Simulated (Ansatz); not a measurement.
Reading a saddle point

A first-order saddle point of AlH₂ClF₂, closed shell, PBE0-D4/def2-TZVP, with one imaginary mode of 634i cm⁻¹:

```xyz
6
angstrom
Al -0.1536 -0.5512 -0.1698
H -1.0873 0.4910 0.6858
F -0.5516 -0.7348 -1.7484
F 0.5069 -1.7824 0.6861
H -0.0125 1.2488 0.5421
Cl 1.2982 1.3289 0.0042
```

Program: Ansatz 0.2.0. Basis: def2-TZVPP and def2-QZVPP. Cores are frozen in the correlated methods. Extrapolation: Hartree–Fock as exp(−7.88 √X), correlation as X^−2.97.

**Question.** Which contacts change along the imaginary mode, and what lies on either side? (Judge from chemistry; the calculation decides.)

**Answer.** By the calculation: The step is AlHF₂ ([F][AlH][F]) + HCl → AlClF₂ ([F][Al]([F])[Cl]) + H₂, with the molecules in contact on both sides. Shortening one way: Al1–Cl6, H2–H5; lengthening the same way: Al1–H2, H5–Cl6.
```tsv
pair	one side (Å)	saddle (Å)	other side (Å)
Al1–Cl6	2.56	2.38	2.07
H2–H5	3.72	1.32	0.76
Al1–H2	1.56	1.64	2.18
H5–Cl6	1.29	1.42	2.89
```

**Question.** Which side is lower, and how far does the saddle lie above each? (Judge from chemistry; the value comes from the calculation.)

**Answer.** Computed: The side with Al1–Cl6, H2–H5 short is lower by 110.2 kJ/mol; the saddle lies 154.5 kJ/mol above it and 44.3 kJ/mol above the other (CCSD(T) at an estimated basis limit (MP2 extrapolated from triple and quadruple zeta, plus CCSD(T) − MP2 in triple zeta); electronic energies).

No T1 diagnostic of these runs exceeds 0.012. The end structure is not quite a true minimum (one mode of 33i cm⁻¹).

Labels in which every atom is bracketed show which atoms are joined, not bond orders.

For scale, one of the runs: CCSD(T)/def2-TZVPP, 174 basis functions, launched by `ansatz run in.yaml --threads 2 --pin off --events-out ev --progress --plain --max-ram 4352MiB`. The run took 15 s on 2 CPU threads of an Intel Xeon 6975P-C (shared host), with 1.6 GiB of host memory at its peak.
